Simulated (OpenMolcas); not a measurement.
**Er2+: moving or changing the point charges**

Er2+ among 6 point charges of -0.5 e arranged as a tetragonal octahedron (D4h), 2.8 Å from the ion, with the axial distance 3.024 Å.

```json
{"Program": "OpenMolcas", "Method": "CASSCF", "Basis": "ANO-RCC-VDZP [7s6p4d2f1g]", "Scalar Hamiltonian": "DKH2, point nucleus", "Active space": "12 electrons in 7 orbitals (4f)", "State averaging": "2S+1 = 3 even, 21 roots; 2S+1 = 1 even, 27 roots kept (CI in the orbitals of an earlier block)", "Spin-orbit coupling": "state interaction with AMFI integrals over the reference wave functions"}
```

Runs around this geometry, states (labels of D4, the rotations of D4h). Energies in cm-1 above the lowest state or level, χT in cm3 K/mol.

```json
{"R (Å)": "2.8", "q (e)": "-0.25", "Ground state": "3E", "First state of that spin": "3A2 2.6", "First gap with spin-orbit (degeneracies)": "0.1 (1, 1)", "Width of lowest J": "63", "χT at 300 K": "7.147"}
{"R (Å)": "2.8", "q (e)": "-0.5", "Ground state": "3E", "First state of that spin": "3A2 5.3", "First gap with spin-orbit (degeneracies)": "0.2 (1, 1)", "Width of lowest J": "126", "χT at 300 K": "7.143"}
{"R (Å)": "2.97", "q (e)": "-0.5", "Ground state": "3E", "First state of that spin": "3A2 8.3", "First gap with spin-orbit (degeneracies)": "0.1 (1, 1)", "Width of lowest J": "106", "χT at 300 K": "7.145"}
{"R (Å)": "3.26", "q (e)": "-0.5", "Ground state": "3E", "First state of that spin": "3A2 10.2", "First gap with spin-orbit (degeneracies)": "9.6 (2, 2)", "Width of lowest J": "80", "χT at 300 K": "7.146"}
```

Taking the width of the lowest J multiplet as R^-n, n = -ln(80 / 126) / ln(3.26 / 2.8) = 3.0 between the shortest and longest distance.

Scaling the charges by -0.25 / -0.5 = 0.50 scales the width of the lowest J multiplet by 63 / 126 = 0.50; with fixed orbitals a first-order splitting would follow the charge.

Point charges carry no covalency, so the field is a model and not that of real ligands. A group larger than the point group allows holds several states that coincide in this model. No measured value stands beside these numbers.
